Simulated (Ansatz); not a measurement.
Reaction (isomerisation): `CC(C)(O)[SiH3]` → `CCO[SiH2]C`

Program: Ansatz. Geometries: PBE0-D4/def2-TZVP. ΔE: electronic, gas phase. CCSD(T)/CBS adds triple-zeta CCSD(T) − MP2 to the extrapolated MP2 energy (def2 sets, frozen cores). Functionals use def2-TZVPP. B3LYP here is the variant with VWN-RPA as its local correlation; programs differ in this. HSE06 is defined as in plane-wave codes. One conformer a species, not always the lowest.

```
             level  ΔE (kJ/mol)  difference from CCSD(T)/CBS
       LDA (SPW92)       -129.5                         15.7
            PBE-D4       -136.1                          9.1
         revPBE-D4       -131.8                         13.4
           BLYP-D4       -145.1                          0.1
            B97M-V       -154.5                         -9.3
           PBE0-D4       -141.6                          3.6
          B3LYP-D4       -150.1                         -4.9
        r2SCANh-D4       -149.9                         -4.7
        r2SCAN0-D4       -151.0                         -5.8
          HSE06-D4       -141.8                          3.4
          BHLYP-D4       -157.3                        -12.1
           ωB97X-V       -145.1                          0.1
           ωB97M-V       -146.0                         -0.8
            B2PLYP       -155.1                         -9.9
          PBE-QIDH       -147.8                         -2.6
               PBE       -141.1                          4.1
            revPBE       -145.8                         -0.6
              BLYP       -156.1                        -10.9
              PBE0       -145.8                         -0.6
             B3LYP       -158.3                        -13.1
           r2SCANh       -151.0                         -5.8
           r2SCAN0       -152.2                         -7.0
             HSE06       -145.7                         -0.5
             BHLYP       -163.3                        -18.1
         CAM-B3LYP       -157.1                        -11.9
           LC-ωPBE       -148.5                         -3.3
RPA@PBE/def2-TZVPP       -139.9                          5.3
       HF/def2-SVP       -154.6                         -9.4
  CCSD(T)/def2-SVP       -125.1                         20.1
     HF/def2-TZVPP       -172.6                        -27.4
    MP2/def2-TZVPP       -146.6                         -1.4
SCS-MP2/def2-TZVPP       -150.1                         -4.9
   CCSD/def2-TZVPP       -148.6                         -3.4
CCSD(T)/def2-TZVPP       -144.2                          1.0
     HF/def2-QZVPP       -174.3                        -29.1
    MP2/def2-QZVPP       -147.7                         -2.5
SCS-MP2/def2-QZVPP       -151.4                         -6.2
      HF/CBS(def2)       -174.5                        -29.3
     MP2/CBS(def2)       -147.6                         -2.4
    CCSD/CBS(def2)       -149.6                         -4.4
       CCSD(T)/CBS       -145.2                            0
```

Largest T1 diagnostic among the species: 0.010.

In def2-TZVPP, CCSD(T) changes the Hartree–Fock value by +28.5 kJ/mol (the triples alone add +4.4 kJ/mol) and MP2 by +26.0 kJ/mol. At CCSD(T), def2-SVP lies +20.1 kJ/mol from the extrapolated value and def2-TZVPP +1.0 kJ/mol.

CCSD(T)/CBS has its own doubt, a few kJ/mol and more with outer-core shells, so smaller differences from it don't rank the levels.
